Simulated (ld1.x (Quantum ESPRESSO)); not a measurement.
# Which change was made? (C, ultrasoft)

- Element: carbon
- Generator: ld1.x (Quantum ESPRESSO) 7.5
- Type: ultrasoft
- Functional: PBEsol
- Relativity: scalar-relativistic
- Frozen core: [He]
- Valence charge: 4
- Reference configuration: 2s2 2p2
- Partial waves: 2s (bound): rcut 0.95, rcutus 1.20 bohr; 2s channel at 0.1 Ry: rcut 0.95, rcutus 1.20 bohr; 2p (bound): rcut 1.85, rcutus 2.10 bohr; 2p channel at 1.6 Ry: rcut 1.85, rcutus 2.10 bohr; 3d channel at 0.15 Ry: rcut 1.50, rcutus 2.05 bohr; 3d channel at 1.75 Ry: rcut 1.50, rcutus 2.05 bohr
- Local potential: all-electron potential smoothed inside 2.10 bohr (lloc = -1)
- Core correction: Bessel-smoothed model core inside 0.95 bohr
- Augmentation charge: PSQ, radius 0.90 bohr

Cutoffs, loose and tight: the cutoffs (Ry, on a coarse ladder) from which the occupation-weighted sum of valence levels, in a spherical-Bessel basis at the reference potential, stays within 10 and 1 mRy of its value at 400 Ry. They do not see the model core or the augmentation charge, which bear on the density cutoff. Test errors are all-electron minus pseudo excitation energies from the reference, over the configurations 2s2 2p1; 2s2 2p0; 2s1 2p0; 2s1 2p2; 2s1 2p3; 2s2 2p2.3; 2s0 2p4; variants that change the core or the reference have their own tests.

The base gives: outcome: generated; cutoff, loose: 15 Ry; cutoff, tight: 25 Ry; bound ghosts: none; largest test error (meV): +51.

(1) After one change the result is: outcome: generated; cutoff, loose: 15 Ry; cutoff, tight: 18 Ry; bound ghosts: none; largest test error (meV): +69. Which change was it?
A. waves 2s (bound): rcut 0.95, rcutus 1.76 bohr; 2s channel at 0.1 Ry: rcut 0.95, rcutus 1.76 bohr
B. reference 2s2 2p0
C. local potential all-electron potential smoothed inside 1.16 bohr (lloc = -1)
D. all radii but the core radius scaled by about 1.39 (s 1.66, p 2.92, d 2.84 bohr, rcut 1.32/2.56/2.08); local potential all-electron potential smoothed inside 2.92 bohr (lloc = -1); augmentation PSQ, radius 1.24 bohr
E. core correction Bessel-smoothed model core inside 1.42 bohr

Answers

(1) A. The others give: all radii but the core radius scaled by about 1.39 (s 1.66, p 2.92, d 2.84 bohr, rcut 1.32/2.56/2.08); local potential all-electron potential smoothed inside 2.92 bohr (lloc = -1); augmentation PSQ, radius 1.24 bohr → outcome: generated; cutoff, loose: 10 Ry; cutoff, tight: 18 Ry; bound ghosts: none; largest test error (meV): +76 | core correction Bessel-smoothed model core inside 1.42 bohr → outcome: generated; cutoff, loose: 15 Ry; cutoff, tight: 25 Ry; bound ghosts: none; largest test error (meV): +179 | reference 2s2 2p0 → outcome: generated; cutoff, loose: 8 Ry; cutoff, tight: 25 Ry; bound ghosts: none; largest test error (meV): +42 | local potential all-electron potential smoothed inside 1.16 bohr (lloc = -1) → outcome: generated, overlap not positive; bound ghosts: not determined (overlap not positive); largest test error (meV): +48. A file whose overlap is not positive is unfit for use, and its test errors describe a broken file.
